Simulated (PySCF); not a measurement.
**ECD: `C#C[Si@H]1OC[C@@H]1[SiH3]`, C₄H₈OSi₂**

Geometry:
```
atom   x (Å)   y (Å)   z (Å)
  C1   3.415  -1.438   0.363
  C2   2.494  -0.667   0.355
 Si3   1.057   0.499   0.339
  O4   0.805   1.238  -1.124
  C5  -0.444   0.611  -1.417
  C6  -0.623  -0.265  -0.171
 Si7  -2.181   0.077   0.839
  H8   4.228  -2.107   0.368
  H9   1.114   1.453   1.439
 H10  -0.358   0.052  -2.351
 H11  -1.203   1.387  -1.538
 H12  -0.553  -1.325  -0.417
 H13  -3.366  -0.281   0.051
 H14  -2.256   1.500   1.179
 H15  -2.134  -0.726   2.062
```

Method: TDDFT B3LYP/def2-SVPD circular dichroism and optical rotation, one conformer, gas phase in PySCF 2.14.0. Geometry: GFN2-xTB.

States above about 7.8 eV lie in this functional's continuum (it starts at minus the energy of the highest occupied orbital, well below the true ionisation energy for most functionals) and depend on the basis.

Task: Assign R or S to each stereocentre.

Result: Si3 R, C6 R.

Task: Which excitations and rotatory strengths does the calculation give?

Result: Rotatory strengths R in 10⁻⁴⁰ esu² cm², velocity form and length form (origin at the centre of mass); f in length form.
| state | E (eV) | λ (nm) | f | R (velocity) | R (length) | main |
| --- | --- | --- | --- | --- | --- | --- |
| 1 | 5.52 | 225 | 0.017 | -25.1 | -24.1 | HOMO→LUMO 0.75, HOMO−2→LUMO 0.18 |
| 2 | 5.65 | 220 | 0.014 | -41.7 | -41.8 | HOMO−1→LUMO 0.95 |
| 3 | 5.91 | 210 | 0.018 | +8.8 | +8.1 | HOMO−2→LUMO 0.68, HOMO→LUMO 0.17 |
| 4 | 6.21 | 200 | 0.029 | -14.1 | -13.8 | HOMO→LUMO+1 0.35, HOMO−3→LUMO 0.32 |
| 5 | 6.30 | 197 | 0.002 | +2.8 | +2.8 | HOMO−1→LUMO+1 0.30, HOMO−3→LUMO 0.28 |
| 6 | 6.53 | 190 | 0.018 | +1.3 | +1.5 | HOMO−1→LUMO+1 0.48, HOMO→LUMO+1 0.33 |
| 7 | 6.70 | 185 | 0.015 | -18.5 | -17.4 | HOMO−4→LUMO 0.84 |
| 8 | 6.86 | 181 | 0.062 | +3.8 | +4.6 | HOMO−3→LUMO+1 0.57, HOMO→LUMO+1 0.18 |
| 9 | 7.23 | 172 | 0.004 | -9.4 | -9.4 | HOMO→LUMO+2 0.84 |
| 10 | 7.30 | 170 | 0.004 | -6.0 | -6.7 | HOMO−5→LUMO 0.71, HOMO−1→LUMO+2 0.18 |
| 11 | 7.31 | 170 | 0.012 | -10.4 | -10.0 | HOMO−1→LUMO+2 0.71, HOMO−5→LUMO 0.18 |
| 12 | 7.47 | 166 | 0.132 | +10.9 | +11.7 | HOMO−4→LUMO+1 0.40, HOMO−2→LUMO+1 0.30 |
| 13 | 7.63 | 163 | 0.044 | -15.1 | -16.3 | HOMO→LUMO+3 0.74, HOMO→LUMO+5 0.15 |
| 14 | 7.68 | 161 | 0.009 | -13.9 | -12.9 | HOMO−1→LUMO+3 0.62, HOMO−1→LUMO+5 0.19 |
| 15 | 7.72 | 161 | 0.007 | +2.0 | +3.1 | HOMO→LUMO+4 0.74, HOMO−2→LUMO+2 0.11 |
| 16 | 7.79 | 159 | 0.021 | -7.6 | -9.9 | HOMO−1→LUMO+4 0.84 |

Among the states computed, the strongest CD band (largest |R|) is state 2. The largest dissymmetry factor in size, g = 4R/(D+G), with D and G the electric and magnetic dipole strengths, is -0.025 for state 2 (velocity form, f = 0.014), among bands with |R| over 0.5. The mirror image has the same energies and oscillator strengths and all R with the opposite sign.
